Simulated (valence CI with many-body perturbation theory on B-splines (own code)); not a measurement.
Results of a calculation; reference values are marked as such.
# Energy levels of Cs⁴⁹⁺

Level of theory: configuration interaction combined with many-body perturbation theory (CI+MBPT): four valence electrons over a frozen Dirac-Fock core [He], radial functions for each j: 11 s, 11 p, 10 d, 8 f, 5 g, 2 h, with the one-electron correlation potential Σ1 (screened to all orders), the two-electron term Σ2, the three-electron term Σ3, Breit, model QED; selected single and double excitations, second order for the rest, scaled by the run's own slope (own B-spline code, finite nucleus).

No measured spectrum was set against this ion. As an estimate, large intervals hold to a few tenths of a per cent, small ones and those within an open d or f shell to about a per cent. Among the levels kept, up to 890 cm⁻¹ of a level comes from second order outside the variational space, and about a tenth of that is noise between levels of different J, which matters for small intervals.

Levels 181 to 208 of 208, with energies above the lowest level, (2s^2 2p1/2^2) J=0. "Leading %" is the weight of the configuration and term that name the level; weights of strongly mixed levels are sums over their largest components and can fall short, so below about 35 % the name and the second component can differ from the true leading terms, or belong to a minority configuration. In the jj column 3d3/2^4 stands for four electrons in 3d with j = 3/2.

```tsv
No.	Configuration	Term	J	E (eV)	Leading %	g	Leading jj
181	2s 2p2 3d	3F	4	6502.4	66	1.184	2s 2p3/2^2 3d5/2 (97 %)
182	2s 2p2 3d	3D	3	6504.7	79	1.286	2s 2p3/2^2 3d5/2 (96 %)
183	2p3 3p	3D	1	6508.5	60	0.665	2p1/2 2p3/2^2 3p1/2 (82 %)
184	2s 2p2 3d	3D	3	6509.9	46	1.217	2s 2p3/2^2 3d5/2 (95 %)
185	2s 2p2 3d	1D	2	6515.8	52	1.067	2s 2p3/2^2 3d5/2 (94 %)
186	2s 2p2 3d	3P	1	6518.8	40	1.191	2s 2p3/2^2 3d5/2 (91 %)
187	2s 2p2 3d	1D	2	6531.0	43	1.118	2s 2p3/2^2 3d5/2 (91 %)
188	2p3 3p	3P	0	6537.0	65		2p1/2 2p3/2^2 3p1/2 (91 %)
189	2p3 3p	5P	3	6556.3	54	1.383	2p1/2 2p3/2^2 3p3/2 (99 %)
190	2p3 3p	3P	2	6558.2	38	1.417	2p1/2 2p3/2^2 3p3/2 (98 %)
191	2p3 3p	3P	0	6560.1	98		2p1/2 2p3/2^2 3p3/2 (91 %)
192	2p3 3p	1P	1	6572.1	46	0.992	2p1/2 2p3/2^2 3p3/2 (97 %)
193	2p3 3p	3D	3	6576.8	68	1.213	2p1/2 2p3/2^2 3p3/2 (99 %)
194	2p3 3p	3F	4	6577.6	98	1.234	2p1/2 2p3/2^2 3p3/2 (98 %)
195	2p3 3p	3P	1	6597.8	76	1.436	2p1/2 2p3/2^2 3p3/2 (99 %)
196	2p3 3p	1D	2	6609.2	51	1.151	2p1/2 2p3/2^2 3p3/2 (99 %)
197	2p3 3d	5D°	1	6614.3	44	1.008	2p1/2 2p3/2^2 3d3/2 (98 %)
198	2p3 3d	3F°	2	6615.7	40	1.076	2p1/2 2p3/2^2 3d3/2 (98 %)
199	2p3 3d	5D°	0	6616.5	52		2p1/2 2p3/2^2 3d3/2 (97 %)
200	2p3 3d	3G°	3	6621.2	37	1.093	2p1/2 2p3/2^2 3d3/2 (97 %)
201	2p3 3p	3P	1	6623.8	49	1.488	2p1/2 2p3/2^2 3p3/2 (99 %)
202	2p3 3p	3D	2	6626.3	47	1.145	2p1/2 2p3/2^2 3p3/2 (98 %)
203	2p3 3d	3G°	4	6634.3	57	1.046	2p1/2 2p3/2^2 3d3/2 (98 %)
204	2p3 3d	5D°	4	6641.8	53	1.281	2p1/2 2p3/2^2 3d5/2 (98 %)
205	2p3 3d	3D°	3	6643.5	51	1.282	2p1/2 2p3/2^2 3d5/2 (97 %)
206	2p3 3d	3D°	3	6646.7	41	1.172	2p1/2 2p3/2^2 3d3/2 (95 %)
207	2p3 3d	3P°	2	6647.1	39	1.228	2p1/2 2p3/2^2 3d3/2 (90 %)
208	2p3 3d	3D°	1	6650.8	32	1.174	2p1/2 2p3/2^2 3d3/2 (68 %)
```
